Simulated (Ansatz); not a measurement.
C2H7AlGeO, relaxed with RKS PBE0-D4/def2-TZVP in the Gaussian-basis code of Ansatz from a PBE-D4/def2-SVP geometry. The force threshold is 0.005 eV/Å; the program also tests the step.

Total charge 0; spin multiplicity 1. The bonds changed during the relaxation, so this is another structure than the one it started from.

Start:

```xyz
12

C     0.979   -1.774   -0.008
C     0.218   -0.494   -0.034
Al    0.586    1.415    0.736
O    -0.904   -0.520   -0.649
Ge   -1.670    1.362   -0.481
H     1.996   -1.597   -0.424
H     1.144   -2.063    1.053
H     0.469   -2.592   -0.557
H     1.751    2.183   -0.062
H     0.486    1.476    2.340
H    -1.971    1.623   -1.998
H    -3.084    0.981    0.084
```

```csv
step,energy (eV),largest force (eV/Å),largest move (Å)
1,-67336.5030,0.782,0.000
2,-67336.5440,0.259,0.032
3,-67336.5489,0.035,0.013
4,-67336.5490,0.045,0.006
5,-67336.5491,0.010,0.003
6,-67336.5491,0.004,0.002
```

End:

```xyz
12

C     0.967   -1.758   -0.010
C     0.214   -0.485   -0.034
Al    0.575    1.421    0.733
O    -0.895   -0.507   -0.638
Ge   -1.652    1.328   -0.484
H     1.962   -1.583   -0.431
H     1.135   -2.038    1.036
H     0.459   -2.564   -0.544
H     1.743    2.166   -0.055
H     0.481    1.456    2.323
H    -1.942    1.598   -1.984
H    -3.047    0.966    0.089
```

Hardware: 4 threads of an Intel Xeon 6975P-C on a shared host. Wall time 24 s, peak host memory 0.71 GiB.
